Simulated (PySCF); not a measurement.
Species: C₆H₇O₂S (charge -1).
Z-matrix (Å and degrees, GFN2-xTB geometry), rows numbered from 1:
```
C 
C   1  1.5218
O   2  1.4093  1  107.87
C   3  1.3865  2  115.42  1  -178.66
C   4  1.4132  3  121.35  2   162.99
C   5  1.3607  4  106.48  3   179.46
O   6  1.3557  5  110.32  4     0.33
C   7  1.3716  6  108.02  5    -0.44
S   8  1.6964  4  133.81  3     0.33
H   1  1.0877  2  109.79  3   -60.48
H   1  1.0885  2  110.11  3    58.87
H   1  1.0873  2  109.91  3   179.27
H   2  1.0999  1  110.48  3  -120.27
H   2  1.0960  1  110.84  3   120.88
H   5  1.0734  4  126.07  3    -0.03
H   6  1.0731  5  132.64  4  -179.54
```

The closed-shell SCF was solved with PySCF and density fitting under several settings on one GFN2-xTB geometry (grid level 2 and gas phase unless stated).

```
                                                        settings  basis functions  SCF cycles     E (Eh)  HOMO (eV)  LUMO (eV)
                                                   PBE0/pcSseg-1              195          14  -780.8635       0.12       4.96
                                                      PBE0/3-21G               99          14  -776.8359       0.46       5.62
PBE0/IGLO-II, IEF-PCM dichloromethane, energy threshold 1e-11 Eh              253          13  -781.0724      -3.74       1.39
                                                     HF/6-311G**              212          13  -778.6044      -1.99       7.49
```

Q: Estimate the rows for these settings: (1) B97-2/pcSseg-1, fitting basis def2-universal-jkfit; (2) KT2/pcSseg-1; (3) B97-D/def2-SVP.

A: 
```
                                          settings  basis functions  SCF cycles     E (Eh)  HOMO (eV)  LUMO (eV)
B97-2/pcSseg-1, fitting basis def2-universal-jkfit              195          11  -781.3243       0.35       4.96
                                      KT2/pcSseg-1              195          17  -790.8871       1.05       4.10
                                    B97-D/def2-SVP              165          16  -780.8169       1.49       4.59
```

Q: Over all rows, what range does the HOMO–LUMO gap span?

A: From 3.05 eV (KT2/pcSseg-1) to 9.48 eV (HF/6-311G**). The functional of the narrowest has no exact exchange, that of the widest 100 % exact exchange.

Q: Compare two rows with the functional PBE0: PBE0/3-21G and PBE0/pcSseg-1. Which energy is lower, and by how much?

A: PBE0/pcSseg-1 (195 functions) lies 4.0276 Eh or 2527 kcal/mol below PBE0/3-21G (99 functions).

B97-D ran without the empirical dispersion term, which would shift the total energy alone. Cycle counts include a coarse-grid stage where the run had one. All basis functions are spherical, in the Pople sets too. KT2 was designed for NMR shieldings or shifts; total energies of different functionals aren't comparable. The HOMO energy is positive at B97-2/pcSseg-1, B97-D/def2-SVP, KT2/pcSseg-1, PBE0/3-21G and PBE0/pcSseg-1; such an orbital is held in place by the finite basis. The species at its GFN2-xTB geometry (one conformer only).
